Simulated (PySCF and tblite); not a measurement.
Values are calculated unless marked as measured or tabulated.
System: C5H5BF2, numbered as in [CH2:1]=[C:2]([B:3]([F:4])[F:5])[CH:6]1[CH:7]=[CH:8]1.

For the rotation about the B3–C2 bond (torsion F4–B3–C2–C1 from -180° to 0°, rising): electronic barrier 6.03 kcal/mol, zero-point change -0.19 kcal/mol, thermal and entropy terms at 400 K a further 0.28 kcal/mol (symmetry numbers apart). The minimum is Cs, the saddle Cs. The path came from a restrained scan, a climbing-image band and a saddle search at GFN2-xTB; energies are B3LYP/pcSseg-1 + D3(BJ)//GFN2-xTB, thermal terms GFN2-xTB. Rates follow Eyring's equation with the number of equivalent paths and no tunnelling. Run with tblite and PySCF.

(1) How many equivalent paths lead out of the minimum?

(2) Work out the rate at 400 K.

## Answers

(1) 2: the symmetry number of the minimum is 1, that of the saddle displaced along its mode 1, and the displaced saddle is chiral while the minimum is not, which doubles the count.

(2) ΔG‡ = 6.12 kcal/mol; k_B T/h = 8.3×10¹² s⁻¹; exp(−ΔG‡/RT) = 0.00045; times 2 gives k = 7.6×10⁹ s⁻¹. Wigner's tunnelling factor for the 58i cm⁻¹ mode would be 1.00.
